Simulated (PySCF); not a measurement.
Homolysis of single bonds, series B I-H. Gas-phase values, no solvent. Strings in code marks are SMILES.

Computed with ωB97X-D3(BJ)/def2-TZVP // PBE0-D3(BJ)/def2-TZVP run with PySCF. 

```tsv
species	dipole moment (D)
whole molecule (`IBI`)	0.24
radical fragment (`I[BH]`)	0.52
whole molecule (`IB`)	0.55
whole molecule (`B`)	…
```

Q: What belongs in the gaps?

A: 
- whole molecule (`B`), dipole moment (D): 0.00
